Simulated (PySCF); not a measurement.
Constitutional and geometric isomers with formula C3H4S. All species are isolated molecules in the gas phase. One relaxed conformer stands for each flexible species; it need not be the lowest. Strings in code marks are SMILES.

Quantity: electronic energy of isomers of C3H4S relative to `C=CC=S` (C–C–C–S torsion 180°), in kcal/mol.

Level 1: M06-2X/def2-TZVP // PBE0-D3(BJ)/def2-TZVP (PySCF)
Level 2: PBE-D3(BJ)/def2-TZVP // PBE0-D3(BJ)/def2-TZVP (PySCF)
Level 3: B3LYP/6-31G* // PBE0-D3(BJ)/def2-TZVP (PySCF)
Level 4: B3LYP/LANL2DZ // PBE0-D3(BJ)/def2-TZVP (PySCF)

```csv
species,level 2,level 3,level 4
`C=C=CS`,14.2,19.4,23.6
`SC1=CC1` (H–S–C–C torsion 180°),30.3,38.2,51.5
`S=C1CC1`,15.0,18.0,22.9
`CC#CS`,15.1,20.1,26.7
`C#CCS`,22.3,26.6,27.5
```

### Question
What does level 1 give for each, and how far do the other levels lie from it on average?

### Answer

- `C=C=CS`: 14.1
- `SC1=CC1` (H–S–C–C torsion 180°): 28.2
- `S=C1CC1`: 14.1
- `CC#CS`: 11.8
- `C#CCS`: 17.4
Mean absolute difference from level 1, which has limits of its own, over these rows (drawn at random from the members that have all these levels): level 2 2.30 kcal/mol, level 3 7.36 kcal/mol, level 4 13.3 kcal/mol.
